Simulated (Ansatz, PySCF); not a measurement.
Si(H)(Br)(Me)2 (C₂H₇BrSi), SMILES C[SiH](C)Br. Atoms are numbered in the order given.

```xyz
11

Si     0.8936     0.4186     0.0000
C      1.6515    -0.2920     1.5533
C      1.6515    -0.2920    -1.5533
Br    -1.2985    -0.0727     0.0000
H      0.9870     1.9083     0.0000
H      2.7258    -0.0496     1.5970
H      1.1669     0.1193     2.4511
H      1.5412    -1.3869     1.5725
H      1.1669     0.1193    -2.4511
H      2.7258    -0.0496    -1.5970
H      1.5412    -1.3869    -1.5725
```

Geometry: PBE0-D3(BJ)/def2-SVP.

Two levels are set side by side: PBE-D3(BJ)/def2-SVP (Ansatz, an electronic-structure program) and PBE0-D3(BJ)/def2-SVP (Ansatz). Each level has its own optimised geometry; the coordinates shown are those of the second. Frequencies come from the Hessian of PySCF at each geometry. Differences are taken from unrounded values.

```
quantity                            PBE0-D3(BJ)  PBE-D3(BJ)  PBE-D3(BJ) minus PBE0-D3(BJ)
----------------------------------  -----------  ----------  ----------------------------
mean bond length (Å)                      1.408       1.418                         0.010
bond Si1–C2 (Å)                           1.869       1.881                         0.012
bond Si1–C3 (Å)                           1.869       1.881                         0.012
bond Si1–Br4 (Å)                          2.246       2.262                         0.016
bond Si1–H5 (Å)                           1.493       1.504                         0.011
bond C2–H6 (Å)                            1.102       1.110                         0.008
bond C2–H7 (Å)                            1.100       1.108                         0.008
bond C2–H8 (Å)                            1.101       1.109                         0.008
bond C3–H9 (Å)                            1.100       1.108                         0.008
bond C3–H10 (Å)                           1.102       1.110                         0.008
bond C3–H11 (Å)                           1.101       1.109                         0.008
highest harmonic wavenumber (cm⁻¹)         3176        3089                           -87
mean harmonic wavenumber (cm⁻¹)            1359        1318                           -41
zero-point energy (kcal/mol)              52.46       50.87                         -1.59
```

GGA bonds tend to be longer and softer than those of functionals with exact exchange. Differences between two approximate levels are no errors against the true value.
